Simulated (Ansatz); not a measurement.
Isolated molecules relaxed with PBE0-D4/def2-TZVP in Ansatz; ΔE leaves out vibrations. CCSD(T)/CBS adds triple-zeta CCSD(T) − MP2 to the extrapolated MP2 energy (def2 sets, frozen cores). Functionals use def2-TZVPP. B3LYP here is the variant with VWN-RPA as its local correlation; programs differ in this. Elements past krypton have def2 core potentials. For Sb, Se outer-core shells are correlated without core-valence functions, which leaves a few kJ/mol of doubt a bond. Scalar relativity is left out up to krypton. One conformer a species, not always the lowest.

Reaction (cleavage of the Si–Sb bond): `N[SiH2][SbH][OH]` + `[SiH3][SeH]` → `N[SiH2][Se][SiH3]` + `[OH][SbH2]`

`N[SiH2][SbH][OH]`:

Cartesian coordinates in Å:
```
N 0.767 -0.343 1.823
Si -0.211 0.539 0.713
Sb 0.756 0.088 -1.638
O -1.030 0.134 -2.504
H 0.821 -1.347 1.762
H 0.853 -0.031 2.777
H -0.077 1.972 1.085
H -1.665 0.203 0.683
H 0.718 -1.595 -1.273
H -0.932 0.380 -3.427
```

`[SiH3][SeH]`:

Z-matrix (Å, degrees):
```
Si
Se 1 2.279
H 1 1.484 2 111.4
H 1 1.484 2 111.5 3 -122.1
H 1 1.483 2 104.9 3 119.0
H 2 1.469 1 93.0 3 60.4
```

`N[SiH2][Se][SiH3]`:

Cartesian coordinates in Å:
```
N 0.498 1.389 1.437
Si -0.877 0.478 0.986
Se -1.331 0.285 -1.258
Si 0.350 -1.196 -1.630
H 1.412 0.973 1.353
H 0.535 2.374 1.227
H -0.681 -0.889 1.528
H -2.087 1.138 1.527
H 0.582 -1.257 -3.094
H 0.002 -2.548 -1.122
H 1.597 -0.749 -0.952
```

`[OH][SbH2]`:

Cartesian coordinates in Å:
```
O 0.997 0.027 -0.682
Sb -0.660 0.456 0.301
H 1.310 0.809 -1.143
H -1.483 -0.956 -0.213
H -0.165 -0.336 1.737
```

```
             level  ΔE (kJ/mol)
               PBE        -46.3
             B3LYP        -46.6
     HF/def2-TZVPP        -54.8
SCS-MP2/def2-QZVPP        -55.1
```

**Question.** What does CCSD(T)/CBS give? (An estimate is asked.)

**Answer.** The calculation gave: -51.9 kJ/mol. The listed levels differ from it by 5.6, 5.3, -2.9, -3.2 kJ/mol.

Largest T1 diagnostic among the species: 0.014.

The D4 term adds −3.7 kJ/mol with B3LYP and −2.1 kJ/mol with PBE0; it sums over pairs of atoms, weighted by their polarisabilities, and B3LYP, whose exchange is more repulsive, gets the larger term. From PBE to PBE0 (25 % exact exchange), in def2-TZVPP and without D4, ΔE moves by −3.2 kJ/mol.
